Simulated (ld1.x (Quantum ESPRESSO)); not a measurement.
# Configuration tests for K (Z = 19) (TM)

potassium (K), norm-conserving Troullier–Martins (Kleinman–Bylander form), made with ld1.x (Quantum ESPRESSO) 7.5 (Wu–Cohen, scalar-relativistic). Core [Ar], reference 3d0 4s0.5 4p0 (charge +0.5). Waves: 4p (bound, empty): rc 4.00 bohr; 3d (bound, empty): rc 2.75 bohr; 4s (bound): rc 3.35 bohr. Local part: the s channel. Core correction: a·sin(br)/r model core inside 1.75 bohr.

Energies are relative to the spin-unpolarised reference configuration 3d0 4s0.5 4p0; without spin polarisation the order of configurations can differ from experiment.

| valence configuration | charge | ΔE all-electron (eV) | error AE − PS (meV) |
| --- | --- | --- | --- |
| 3d0 4s0 4p1 | 0 | -0.111 | -2.7 |
| 3d1 4s0 4p0 | 0 | 0.777 | -3.0 |
| 3d0.5 4s0.5 4p0 | 0 | -0.395 | -0.8 |

(1) What are ΔE and the potential's error for 3d0 4s1 4p0?

Levels in the configuration 3d1 4s0 4p0:

```csv
level,all-electron (eV),pseudo (eV)
3d,-0.627,-0.629
```

## Answers

(1) ΔE = -1.589 eV all-electron; the error (AE − PS) is -0.6 meV.
